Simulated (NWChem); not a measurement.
Molecule: InBrF$_{2}$; SMILES [F][In]([F])[Br]

Results from NWChem. Medium grid unless said otherwise, to which SCAN and Minnesota functionals are sensitive. All runs use the structure optimised with PBE0/def2-SVP. def2 effective core potentials on In; no spin-orbit coupling.

Task: Predict the results for SCAN/def2-SVP. Quantities: highest occupied level (eV); orbital gap (eV); dipole (D).

Result: 
```json
{
  "highest occupied level (eV)": "-8.20",
  "orbital gap (eV)": "4.24",
  "dipole (D)": "1.39"
}
```
